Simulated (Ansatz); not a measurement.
Calculated with Ansatz (gas phase, PBE0-D4/def2-TZVP geometries, no zero-point term in ΔE). CCSD(T)/CBS is the MP2 limit (def2-TZVPP, def2-QZVPP) plus CCSD(T) − MP2 in def2-TZVPP, frozen cores. This one scheme is used for every species. DFT in def2-TZVPP. B3LYP here is the variant with VWN-RPA as its local correlation; programs differ in this. def2 core potentials past Kr. For In outer-core shells are correlated without core-valence functions, which leaves a few kJ/mol of doubt a bond. One conformer a species, not always the lowest.

Consider the β-hydride elimination: `C[NH][InH][OH]` → `[OH][InH2]` + `C=N`.

```json
{"level": "B3LYP-D4", "ΔE (kJ/mol)": "123.2"}
{"level": "PBE0", "ΔE (kJ/mol)": "134.1"}
{"level": "HF/def2-TZVPP", "ΔE (kJ/mol)": "99.8"}
{"level": "SCS-MP2/def2-QZVPP", "ΔE (kJ/mol)": "135.8"}
```

(1) What does CCSD(T)/CBS give? (Estimate.)

Largest T1 diagnostic among the species: 0.017.

## Answers

(1) Computed: +138.1 kJ/mol. The listed levels differ from it by -14.9, -4.0, -38.3, -2.3 kJ/mol.

In def2-TZVPP, CCSD(T) changes the Hartree–Fock value by +27.8 kJ/mol (the triples alone add +1.6 kJ/mol) and MP2 by +44.7 kJ/mol. The D4 term adds +12.1 kJ/mol with B3LYP and +6.6 kJ/mol with PBE0; it sums over pairs of atoms, weighted by their polarisabilities, and B3LYP, whose exchange is more repulsive, gets the larger term. From PBE to PBE0 (25 % exact exchange), in def2-TZVPP and without D4, ΔE moves by +9.8 kJ/mol.
